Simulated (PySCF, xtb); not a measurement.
3-ethylideneoxetane (C₅H₈O), SMILES CC=C1COC1.

Harmonic wavenumbers (cm⁻¹) from GFN2-xTB run with xtb at its own minimum, in rising order: 122, 140, 184, 242, 374, 475, 685, 775, 915, 926, 1000, 1011, 1036, 1041, 1056, 1085, 1110, 1120, 1156, 1230, 1244, 1307, 1399, 1449, 1460, 1478, 1483, 1806, 2898, 2901, 2927, 2930, 3001, 3015, 3048, 3062.

Question: What does PySCF 2.14.0 with PBE-D3(BJ)/def2-SVP give at its own minimum? (The exact figures need the calculation; the answer reports its results.)

Answer: 109, 154, 183, 235, 393, 469, 667, 764, 860, 927, 937, 988, 1004, 1016, 1027, 1076, 1097, 1102, 1148, 1240, 1273, 1323, 1348, 1400, 1411, 1416, 1447, 1767, 2906, 2922, 2951, 2955, 2956, 3022, 3059, 3076. Paired by order, the mean absolute difference is 24 cm⁻¹ and the zero-point energies are 73.0 and 72.4 kcal/mol.
